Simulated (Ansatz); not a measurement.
CH7NO2Si can be A, `N[SiH2]C(O)O`, or B, `OC(O)N[SiH3]`.

Isolated molecules relaxed with PBE0-D4/def2-TZVP in Ansatz; ΔE leaves out vibrations. CCSD(T)/CBS is the MP2 limit (def2-TZVPP, def2-QZVPP) plus CCSD(T) − MP2 in def2-TZVPP, frozen cores. Functionals use def2-TZVPP. B3LYP here is the variant with VWN-RPA as its local correlation; programs differ in this. One conformer a species, not always the lowest.

Q: Which is lower in electronic energy at CCSD(T)/CBS, and by how much? (An estimate is asked.)

A: The calculation gave: A, by 4.0 kcal/mol.

Q: Give E(B) − E(A) in kcal/mol with HF/def2-TZVPP, MP2/def2-TZVPP, B3LYP, B3LYP-D4, CCSD(T)/def2-TZVPP, ωB97M-V, r2SCAN-D4. (An estimate is asked.)

A: Computed: HF/def2-TZVPP -0.7, MP2/def2-TZVPP 3.3, B3LYP 3.6, B3LYP-D4 4.1, CCSD(T)/def2-TZVPP 2.9, ωB97M-V 4.0, r2SCAN-D4 3.7. The order is the other way round with HF/def2-TZVPP.

Largest T1 diagnostic: 0.012.

In def2-TZVPP, CCSD(T) changes the Hartree–Fock value by +3.6 kcal/mol (the triples alone add +0.4 kcal/mol) and MP2 by +4.0 kcal/mol. From PBE to PBE0 (25 % exact exchange), in def2-TZVPP and without D4, E(B) − E(A) moves by −1.2 kcal/mol.
